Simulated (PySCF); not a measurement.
Species: C7H7F2 (doublet state).
Structure used (GFN2-xTB), in Å, numbered top down from 1:
```xyz
16
C7H7F2 angstrom
C      0.115    1.807    0.640
C      0.284    0.467    0.362
C      1.301   -0.218    0.955
C      2.249   -0.838    1.567
F      2.079   -1.475    2.761
C     -0.604   -0.243   -0.584
C     -1.636    0.543   -1.332
C     -0.473   -1.557   -0.745
F     -1.245   -2.255   -1.594
H     -0.676    2.385    0.205
H      0.778    2.304    1.324
H      3.273   -0.946    1.226
H     -2.170   -0.104   -2.022
H     -2.355    0.981   -0.642
H     -1.165    1.346   -1.898
H      0.239   -2.188   -0.235
```

The hyperfine couplings belong to this conformer and change with its torsions.

Identity: `C=C(/[C]=C\F)/C(C)=C/F` [radical].

Theory: UKS B3LYP, pcH-1 on C F H, non-relativistic, mean-field spin-orbit, GIAO (PySCF). Geometry: GFN2-xTB, one conformer, isolated molecule. A GFN2-xTB geometry isn't a minimum of the functional, and hyperfine couplings can be far from their values at a DFT geometry. The SCF solution wasn't tested for stability. ⟨S²⟩ is 0.786 where a pure state has 0.75.

Problem. Where do the isotropic ENDOR lines of F9, H12, H10, H11, H16 and H13/H14/H15 fall at 334.3 mT, to first order?

Solution. ν± = |νn ± a/2|, one line for each electron-spin manifold; νn = |g_N| × 7.62259 MHz/T × B.

```
     nuclei  isotope     g_N  νn (MHz)  a_iso (MHz)  lower line (MHz)  upper line (MHz)
         F9      19F  5.2577     13.40       -11.89              7.45             19.34
        H12       1H  5.5857     14.23        64.96             18.25             46.72
        H10       1H  5.5857     14.23       -39.55              5.54             34.01
        H11       1H  5.5857     14.23       -38.48              5.00             33.47
        H16       1H  5.5857     14.23         5.44             11.51             16.96
H13/H14/H15       1H  5.5857     14.23         4.08             12.19             16.28
```

Problem. Which pairs are centred on the nuclear Larmor frequency, and which on half the coupling?

Solution. Centred on νn, since |a| < 2νn: F9, H16 and H13/H14/H15. Centred on |a|/2 and split by 2νn: H12, H10 and H11.

Problem. At what field would the lower line of H10 fall to zero frequency?

Solution. Where νn = |a|/2, that is B = 19.78 MHz/(5.5857 × 7.62259 MHz/T) = 464 mT, as far as first order holds there.

Couplings of abundant isotopes left out: F5 (271.1 MHz).

Nuclei that the bonding pattern makes equivalent are averaged, as if the motion that swaps them (rotation, inversion, ring flip) were fast. The three 1H nuclei of mean +4.1 MHz run from 0.3 to 6.0 MHz in the frozen geometry.

The largest Mulliken spin populations are on C3 (+0.67), C1 (+0.65), C2 (-0.24) and C8 (-0.07). The positive populations add up to 1.44 and the negative ones to -0.44, together 2S = 1.
